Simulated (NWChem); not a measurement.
System meant: CH₃Mg, doublet; SMILES [CH3][Mg]

Input file for NWChem:

```
start job
memory heap 200 mb stack 700 mb global 900 mb
geometry units angstroms noautoz
  Mg     0.000000     0.000000    -0.951130
  C      0.000000     0.000000     1.179511
  H      0.729372     0.729372     1.571358
  H      0.266969    -0.996341     1.571358
  H     -0.996341     0.266969     1.571358
end
basis spherical
  Mg library def2-svp
  C library def2-svp
  H library def2-svp
end
dft
  odft
  mult 2
  xc xpbe96 cpbe96
  iterations 4
  mulliken
end
task dft energy
```

End of the output:

```
     --------------------------
     Expectation value of S2:
     --------------------------
      <S2> =      0.7520 (Exact =     0.7500)

 center of mass
 --------------
 x =   0.00000000 y =  -0.00000000 z =  -0.22328636

 moments of inertia (a.u.)
 ------------------
         168.109299297299           0.000000000000           0.000000000000
           0.000000000000         168.109299297299           0.000000000000
           0.000000000000           0.000000000000          11.487682999216

     Multipole analysis of the density
     ---------------------------------

     L   x y z        total         alpha         beta         nuclear
     -   - - -        -----         -----         ----         -------
     0   0 0 0     -0.000000    -11.000000    -10.000000     21.000000

     1   1 0 0      0.000000      0.000000      0.000000      0.000000
     1   0 1 0     -0.000000     -0.000000      0.000000     -0.000000
     1   0 0 1     -0.152357      1.221600     -1.373957      0.000000

     2   2 0 0    -13.703681    -11.365549     -8.037376      5.699245
     2   1 1 0     -0.000000      0.000000     -0.000000     -0.000000
     2   1 0 1     -0.000000     -0.000000      0.000000      0.000000
     2   0 2 0    -13.703681    -11.365549     -8.037376      5.699245
     2   0 1 1      0.000000     -0.000000      0.000000      0.000000
     2   0 0 2    -17.630489    -63.471896    -49.163065     95.004472

 ------------------------------------------------------------------------
 dft energy failed                                                                                  0
 ------------------------------------------------------------------------
 ------------------------------------------------------------------------
  current input line :
    22: task dft energy
 ------------------------------------------------------------------------
 ------------------------------------------------------------------------
 This type of error is most commonly associated with calculations not reaching convergence criteria
 ------------------------------------------------------------------------
 For more information see the NWChem manual at https://nwchemgit.github.io

0:dft energy failed:Received an Error in Communication
```

### Question
Can this run be used? If not, why, and what is the fix?

### Answer
The run did not converge; its last values are not results. Cause: the SCF was allowed too few iterations. This input runs:
```
start job
memory heap 200 mb stack 700 mb global 900 mb
geometry units angstroms noautoz
  Mg     0.000000     0.000000    -0.951130
  C      0.000000     0.000000     1.179511
  H      0.729372     0.729372     1.571358
  H      0.266969    -0.996341     1.571358
  H     -0.996341     0.266969     1.571358
end
basis spherical
  Mg library def2-svp
  C library def2-svp
  H library def2-svp
end
dft
  odft
  mult 2
  xc xpbe96 cpbe96
  iterations 150
  mulliken
end
task dft energy
```
It converges to -239.65978 Ha (PBE/def2-SVP, spin-unrestricted).
